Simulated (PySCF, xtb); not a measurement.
C₂H₇Cl₂NSi, SMILES C[C@H](N)[SiH](Cl)Cl.

GFN2-xTB in xtb at its own geometry gives an orbital gap of 4.97 eV and a dipole moment of 2.88 D.

The structure is a stationary point at PBE-D3(BJ)/def2-SVP. The structure was generated by enumeration; whether it is a known compound was not checked. The values are those of a single conformer.

Question: What does ωB97X/def2-TZVP run with PySCF give? (Estimate from the structure and the level; the computed values follow.)

Answer: gap 12.08 eV (levels -9.77 and 2.31 eV), dipole 3.07 D.
